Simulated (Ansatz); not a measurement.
A basis-limit estimate, worked out

An elementary step of Si2H7Cl2O2F, singlet (Si₂H₅Cl₂OF ([OH2][Si]([F])([SiH3])([Cl])[Cl]) + H₂O → SiHCl₂OF ([OH][Si]([F])([Cl])[Cl]) + SiH₄ + H₂O; bonds formed: Si2–H8, O9–H14; bonds broken: Si1–Si2, O5–H14, H8–O9). “Start” is the structure reached by relaxing down from the saddle towards the reactants; PBE0-D4/def2-TZVP structures. The saddle:

```tsv
atom	x (Å)	y (Å)	z (Å)
Si1	-0.5013	-0.4334	-0.9176
Si2	-0.3210	-0.7232	1.5888
Cl3	-2.0127	-1.4091	-1.9144
Cl4	0.8034	-2.1882	-0.8591
O5	0.5896	0.4673	-1.8384
H6	0.3826	2.3888	0.4377
F7	-1.4205	0.8968	-0.5859
H8	0.5008	0.6682	0.6215
O9	1.0633	1.7101	0.3167
H10	-0.8111	0.3188	2.5403
H11	0.8413	-1.4413	2.1571
H12	-1.4567	-1.6548	1.3455
H13	1.2727	-0.0927	-2.2216
H14	1.0697	1.4928	-0.6706
```

Program: Ansatz 0.2.0. Basis: def2-TZVPP and def2-QZVPP. Cores are frozen in the correlated methods.

Energies in eV:

| quantity | saddle | start |
| --- | --- | --- |
| Hartree–Fock, triple zeta (X = 3) | -47629.40686 | -47631.55710 |
| Hartree–Fock, quadruple zeta (X = 4) | -47630.91286 | -47633.06018 |
| MP2 correlation, X = 3 | -39.15505 | -38.40935 |
| MP2 correlation, X = 4 | -42.63770 | -41.89349 |
| CCSD(T) correlation, X = 3 | -42.29050 | -41.60754 |

Work out the barrier at the basis limit: extrapolate Hartree–Fock as E(X) = E∞ + A exp(−7.88 √X) and the MP2 correlation as E(X) = E∞ + B X^−2.97 (the exponents that Neese and Valeev fitted for def2-TZVPP and QZVPP), then add CCSD(T) − MP2 in triple zeta.

Each step is linear, so take the differences first (saddle − start): Hartree–Fock 2.15024 (X = 3) and 2.14732 (X = 4); MP2 correlation -0.74570 and -0.74421; CCSD(T) correlation -0.68296.
Two points give E∞ = E(4) + w [E(4) − E(3)], with w = 1/(exp(7.88 (2 − √3)) − 1) = 0.1377 for Hartree–Fock and w = 1/((4/3)^2.97 − 1) = 0.7407 for the correlation.
Hartree–Fock: 2.14732 + 0.1377 × (-0.00292) = 2.1469 eV.
MP2 correlation: -0.74421 + 0.7407 × 0.00149 = -0.7431 eV.
CCSD(T) − MP2: -0.68296 − (-0.74570) = 0.0627 eV.
Sum: 2.1469 + (-0.7431) + 0.0627 = 1.4665 eV, or 33.82 kcal/mol. Plain CCSD(T) in triple zeta gives 1.4673 eV, so the larger basis shifts the result by -0.0008 eV.

The T1 diagnostic stays at or below 0.012.

Labels in which every atom is bracketed show which atoms are joined, not bond orders.

For scale, one of the runs: CCSD(T)/def2-TZVPP, 359 basis functions, launched by `ansatz run in.yaml --threads 4 --pin off --events-out ev --progress --plain --max-ram 66560MiB --backend cuda --devices 0, --max-vram 37GiB`. The run took 26 s on 4 CPU threads of an AMD EPYC 7R13 and a share of one NVIDIA H100 (shared host), with 0.87 GiB of host memory at its peak.
